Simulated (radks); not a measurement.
Problem. Excited configurations of Ce II: one electron is placed in a higher orbital outside [Xe] 4f2. The ground configuration is [Xe] 4f1 5d2. Method: Dirac Kohn-Sham, LDA (Slater exchange, Perdew-Wang correlation), spin-unpolarised, spherical densities, point nucleus; open shells are shared between the two j in proportion to 2j + 1; computed with a radial shooting solver on a logarithmic mesh with Libxc functionals. Excitation = E - E(ground); binding = E(ion) - E, where the ion is the core of charge +2; n* = 2/sqrt(2 binding) in atomic units, and the quantum defect is n - n*. Eigenvalue and <r> are those of j = l + 1/2.

| outer orbital | excitation (eV) | binding (eV) | n* | quantum defect | eigenvalue (eV) | <r> (bohr) |
|---|---|---|---|---|---|---|
| 5d | -0.197 | 9.806 | 2.356 | 2.644 | -6.280 | 3.105 |
| 6s | -1.038 | 10.646 | 2.261 | 3.739 | -8.196 | 4.095 |
| 6p | 1.868 | 7.741 | 2.652 | 3.348 | -5.770 | 5.156 |
| 6d | 5.018 | 4.590 | 3.443 | 2.557 | -3.445 | 7.838 |
| 6f | 7.261 | 2.347 | 4.815 | 1.185 | -1.786 | 14.97 |
| 7s | 4.451 | 5.158 | 3.248 | 3.752 | -4.086 | 8.264 |
| 7p | 5.450 | 4.158 | 3.618 | 3.382 | -3.230 | 9.856 |
| 7d | 6.783 | 2.826 | 4.388 | 2.612 | -2.208 | 13.66 |
| 7f | 7.936 | 1.672 | 5.705 | 1.295 | -1.315 | 22.58 |

Estimate the row for 5f.

Solution. excitation (eV) 6.118; binding (eV) 3.490; n* 3.949; quantum defect 1.051; eigenvalue (eV) -2.483; <r> (bohr) 8.750. The Delta-SCF ionisation energy is 9.609 eV (NIST Atomic Spectra Database: 10.96 eV, semi-empirical). Self-interaction in the functional shifts the binding energies and quantum defects, so they are the method's values and not measured ones. Spin polarisation and multiplet splitting are left out, so open shells lie too high by an amount that depends on their filling. Sharing an open shell by 2j + 1 raises it above the true ground level by a part of the spin-orbit splitting, which enters the differences from NIST. A negative excitation energy means that this level of theory puts the configuration below the NIST ground configuration.

Beside tabulated values, note that spin-unpolarised runs miss the spin-polarisation part of the exchange energy of open shells.
